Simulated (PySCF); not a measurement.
PySCF job for Ba(F)2 anion (BaF2), SMILES [F][Ba][F] (connectivity only; charge and spin as stated), charge -1, multiplicity 2, PBE-D3(BJ)/def2-TZVPD. Coordinates come from a PBE-D3(BJ)/def2-TZVPD optimisation. The multiplicity is an assumed one; other spin states were not compared. The isomer is the one that the SMILES or the coordinates give; other isomers of the formula were not compared. The def2 effective core potentials stand for the cores of Ba; spin–orbit coupling is left out.

```python
import numpy as np
from pyscf import gto, scf, dft, df
from pyscf.hessian import thermo

mol = gto.M(
    atom='''
    Ba    0.00000000    0.00000000    0.30807583
    F     0.00000000   -1.90668914   -0.95845815
    F     0.00000000    1.90668914   -0.95845815
    ''',
    basis='def2-TZVPD',
    ecp={'Ba': 'def2-tzvp'},
    charge=-1,
    spin=1,
    max_memory=1600,
    verbose=3,
)
mf = dft.UKS(mol, xc='pbe').density_fit(auxbasis='def2-universal-jkfit')
mf.disp = 'd3bj'
mf.grids.level = 3
mf.conv_tol = 1e-11
mf.max_cycle = 100
mf.kernel()
fine, coarse = mf.grids, dft.Grids(mol).set(level=1).build(with_non0tab=True)
for _ in range(3):  # follow internal instabilities
    mf.grids = coarse
    mo, _, stable, _ = mf.stability(return_status=True, nroots=4)
    mf.grids = fine
    if stable:
        break
    mf.kernel(mf.make_rdm1(mo, mf.mo_occ))

# [left out here: the lines that compute and print the analytic Hessian (its translational invariance restored by hand, since the grid's response is missing), thermochemistry and intensities]
```

Log of the run:

```

WARN: HOMO -0.242880277477554 >= LUMO -0.242880277477561

converged SCF energy = -225.283040645296  <S^2> = 0.75008868  2S+1 = 2.0000887
<class 'pyscf.df.df_jk.DFUKS'> wavefunction is stable in the internal stability analysis

WARN: DFTD3 does not support analytical Hessian, using finite difference


WARN: Mole.unit (angstrom) is changed to Bohr

Mode                                 0                   1                   2
Irrep
Freq [cm^-1]                       91.9476            374.1596            396.7819
Reduced mass [au]                  21.3568             22.0598             20.5680
Force const [Dyne/A]                0.1064              1.8196              1.9079
Char temp [K]                     132.2921            538.3324            570.8808
Normal mode                   x     y     z       x     y     z       x     y     z
       0  Ba                -0.00 -0.00  0.03    0.00  0.03  0.00    0.00 -0.00  0.03
       1   F                -0.00  0.10 -0.11   -0.00 -0.12 -0.08   -0.00 -0.12 -0.09
       2   F                 0.00 -0.10 -0.11   -0.00 -0.12  0.08    0.00  0.12 -0.09
temperature 298.1500 [K]
pressure 101325.00 [Pa]
Rotational constants [GHz] 10.58574 3.65856 2.71888
Symmetry number 2
Zero-point energy (ZPE) 0.00197 [Eh]   5161.223 [J/mol]
                           tot       elec      trans        rot        vib
Entropy [J/mol/K]       303.648      5.763    173.182    101.040     23.662
Cv [J/mol/K]             45.684      0.000     12.472     12.472     20.740
Cp [J/mol/K]             53.998      0.000     20.786     12.472     20.740
Internal energy [J/mol]                      3718.434   3718.434   8831.705
Internal energy [Eh]   -225.27684  -225.28304
Enthalpy [J/mol]                             6197.391   3718.434   8831.705
Enthalpy [Eh]          -225.27590
Gibbs free energy [J/mol]                  -45436.968 -26406.538   1776.775
Gibbs free energy [Eh] -225.31038
mode   freq/cm-1   IR/(km/mol)
   1       91.95         6.707
   2      374.16        58.788
   3      396.78        95.365
max |gradient| / (hartree/bohr): 0.004667856348528427
APT charges: [-0.0133 -0.4934 -0.4934]
```

The run converged.

Cost: very roughly 80 core-seconds.
